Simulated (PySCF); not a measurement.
Excited states of In³⁺ (indium, charge +3)

Ground state [Kr] 4d10, ¹S. All numbers are calculated (PySCF 2.14, scalar relativity through the core potential, in aug-cc-pVTZ-PP with one added diffuse shell each of d, f type with ECP28MDF (6s5p5d3f, 67 functions)). Vertical excitation energies in eV without spin-orbit coupling; excited terms of each kind are numbered among those the solver found.

```tsv
term	leading excitation	TDA-B3LYP	TD-B3LYP
1 3D	4d → s	14.523	14.513
1 1D	4d → s	15.286	15.279
1 3P°	4d → p	22.912	22.900
1 3F°	4d → p	23.068	23.061
1 1F°	4d → p	23.448	23.448
1 3D°	4d → p	23.546	23.546
1 1D°	4d → p	23.546	23.546
1 1P°	4d → p	24.406	24.354
1 3S	4d → d	33.488	33.476
1 3G	4d → d	33.731	33.728
1 1G	4d → d	33.886	33.885
```

Where a singlet and its triplet coincide, the exchange integral that splits them vanishes by symmetry for a single excitation; correlation beyond this level separates them.

Oscillator strength of the first ¹S → ¹P° line: TDA-B3LYP 0.959, TD-B3LYP 0.875.

The spin-orbit splitting of the hole, absent here, rivals or exceeds the spacing of these terms, so the LS terms are model states.

The solver can miss terms.
